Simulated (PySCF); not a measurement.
Simulated absorption spectrum

CH₃ClOSi.
Z-matrix (Å and degrees, PBE0-D3(BJ)/def2-SVP geometry), rows numbered from 1:
```
O 
C   1  1.2047
Si  2  1.9289  1  118.64
Cl  3  2.0672  2  109.06  1   176.67
H   2  1.1255  1  121.19  3  -179.95
H   3  1.4883  2  108.74  1   -63.62
H   3  1.4875  2  108.75  1    57.17
```

Theory: TDDFT B3LYP/def2-SVPD, vertical, gas phase, core orbitals frozen in the response in PySCF.

Computed states:

```tsv
state	E (eV)	f
S1	3.22	0.0005
S2	5.77	0.0011
S3	5.88	0.0077
S4	6.18	0.0000
S5	6.52	0.0086
S6	6.99	0.116
S7	7.39	0.012
S8	7.41	0.017
S9	7.69	0.109
S10	7.73	0.035
```

Each state is given a Gaussian of 0.4 eV full width at half maximum, with ε(max) = 2.175×10⁸ f / Δν̃ (Δν̃ the width in cm⁻¹). The width is an assumption, not a result. The curve ends short of the highest state used, and states not computed would add to its high-energy end.

Problem. Give the broadened spectrum and its maxima.

Solution. 
E (eV), ε (L mol⁻¹ cm⁻¹) and a bar:
```
     2.62          0 
     2.74          1 
     2.87          4 
     3.00         16 
     3.13         31 
     3.26         34 
     3.39         21 
     3.52          7 
     3.65          1 
     3.78          0 
     3.91          0 
     4.03          0 
     4.16          0 
     4.29          0 
     4.42          0 
     4.55          0 
     4.68          0 
     4.81          0 
     4.94          0 
     5.07          0 
     5.20          0 
     5.33          5 
     5.45         35 
     5.58        154 #
     5.71        394 #
     5.84        579 ##
     5.97        488 ##
     6.10        258 #
     6.23        199 #
     6.36        390 #
     6.49        667 ###
     6.62       1183 ####
     6.75       3035 ###########
     6.87       6103 #######################
     7.00       7973 ##############################
     7.13       6265 ########################
```

Maxima: 386 nm (3.21 eV), ε about 35, made up of S1 (100%); 211 nm (5.86 eV), ε about 580, made up of S2 (11%) and S3 (89%); 177 nm (7.00 eV), ε about 8000, made up of S6 (98%) (ε in L mol⁻¹ cm⁻¹; maxima over ε = 5, shares over 10%).

Problem. On this curve, what absorbance would a 10⁻³ mol/L sample give at 365 nm over a 1 cm path?

Solution. 365 nm is 3.397 eV, where ε is about 20 L mol⁻¹ cm⁻¹, so A = ε c l ≈ 0.02 (Beer–Lambert, with the gas-phase spectrum and the assumed width).

Problem. What would ε be at 7.00 eV, the highest of these maxima, with half the width (0.2 eV)?

Solution. About 15700 L mol⁻¹ cm⁻¹ against 7970, a factor of about 1.96; a lone state at its own centre would give exactly 2.

Problem. Does any computed singlet lie in the visible range?

Solution. S1 lies in the visible range (380 to 750 nm), at 386 nm, f = 0.0005; light of that wavelength is violet, and its complementary colour is yellow-green; a Tamm–Dancoff triplet lies at 486 nm, without intensity as long as spin–orbit coupling is left out.

All these states lie below the vertical ionisation energy of 9.85 eV (ΔSCF).

Hardware: one thread, Arm Neoverse N1 (shared host). Cost: 28 s wall.

One conformer stands for the species.
